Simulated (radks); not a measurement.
Fe21+, 5 electrons, occupied as [He] 2s2 2p1. Method: non-relativistic Kohn-Sham, BLYP, spin-polarised, spherical densities, point nucleus; open shells are filled with parallel spins first; computed with a radial shooting solver on a logarithmic mesh with Libxc functionals.

Local quantities along the radius. ELF = 1/(1 + alpha^2) is the electron localisation function; alpha = (tau - tau_W)/tau_unif compares the Pauli kinetic energy density with that of the uniform gas (summed over spins); -r V(r) is the screened charge that the Kohn-Sham potential of spin up presents (atomic units).

r (bohr),ELF,alpha,-r V(r)
0.003731,1.000,0.003088,25.86
0.00463,1.000,0.003295,25.82
0.005747,1.000,0.003574,25.76
0.00719,1.000,0.003975,25.69
0.008923,1.000,0.004524,25.61
0.01107,1.000,0.005323,25.51
0.01374,1.000,0.006534,25.38
0.0172,1.000,0.008554,25.22
0.02134,1.000,0.01189,25.04
0.02649,1.000,0.01801,24.83
0.03314,0.999,0.03101,24.58
0.04113,0.996,0.05983,24.32
0.05104,0.982,0.1344,24.03
0.06335,0.889,0.3534,23.73
0.07925,0.471,1.060,23.40
0.09836,0.137,2.513,23.07
0.1221,0.110,2.840,22.76
0.1515,0.354,1.352,22.53
0.1895,0.787,0.5200,22.28
0.2352,0.918,0.2987,22.03
0.292,0.936,0.2624,21.80
0.3624,0.904,0.3265,21.59
0.4533,0.749,0.5794,21.43
0.5626,0.320,1.459,21.37
0.6983,0.031,5.607,21.84
0.8736,0.001,39.12,22.00

On this mesh the ELF has minima near r = 0.11 bohr, which separate the shells, and maxima near 0.29 (0.94).

Self-consistent cycle (total energy in hartree, residual of the potential): 1: -869.774369, 2e+01; 2: -870.225022, 1e+01; 3: -870.642014, 5e-02; 4: -870.642027, 2e-02; 5: -870.642027, 3e-04; 6: -870.642027, 4e-06; 7: -870.642027, 3e-06; 8: -870.642027, 1e-06; 9: -870.642027, 7e-07; 10: -870.642027, 3e-07; 11: -870.642027, 2e-07; 12: -870.642027, 1e-10.
